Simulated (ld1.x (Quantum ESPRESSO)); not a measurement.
# Transferability test, PAW potential for thallium

* Element: Tl
* Generator: ld1.x (Quantum ESPRESSO) 7.5
* Type: PAW
* Functional: PBE
* Relativity: scalar-relativistic
* Frozen core: [Xe] 4f14 5d10
* Valence charge: 3
* Reference configuration: 6s2 6p1
* Partial waves: 6s (bound): rcut 1.75, rcutus 2.30 bohr; 6s channel at -0.4 Ry: rcut 1.75, rcutus 2.30 bohr; 6p (bound): rcut 2.65, rcutus 3.25 bohr; 6p channel at 1.15 Ry: rcut 2.65, rcutus 3.25 bohr; 6d channel at 0.05 Ry: rcut 2.35, rcutus 3.00 bohr
* Local potential: all-electron potential smoothed inside 1.75 bohr (lloc = -1)
* Core correction: Bessel-smoothed model core, default radius (core density twice the valence density)
* Augmentation charge: PSQ, inside the norm-conserving radii

Energies are relative to the spin-unpolarised reference configuration 6s2 6p1; without spin polarisation the order of configurations can differ from experiment. Not all tests gave a result: test run stopped at test 7 of 7 (negative rho). The frozen-core shift is the all-electron ΔE with the core orbitals held at their reference shape minus the fully relaxed ΔE.

(1) Give the all-electron excitation energy and the error of the potential for: 6s2 6p0; 6s1 6p0; 6s2 6p0.5; 6s1 6p2; 6s1 6p1; 6s2 6p1.3.

Levels in the configuration 6s1 6p2:

| level | all-electron (eV) | pseudo (eV) |
| --- | --- | --- |
| 6s | -10.791 | -10.918 |
| 6p | -3.173 | -3.210 |

Note: ghost state, extra bound levels that the all-electron valence spectrum of the same l lacks: s at -49.3 eV. A true bound ghost makes a file unfit for plane-wave use.

Answers

(1)

| valence configuration | charge | ΔE all-electron (eV) | error AE − PS (meV) | frozen-core shift (meV) |
| --- | --- | --- | --- | --- |
| 6s2 6p0 | +1 | 5.167 | -31 | +31 |
| 6s1 6p0 | +2 | 25.947 | -428 | +426 |
| 6s2 6p0.5 | +0.5 | 1.853 | -5.6 | +5.6 |
| 6s1 6p2 | 0 | 7.403 | -49 | +51 |
| 6s1 6p1 | +1 | 13.444 | -141 | +142 |
| 6s2 6p1.3 | -0.3 | -0.494 | -0.4 | +0.4 |
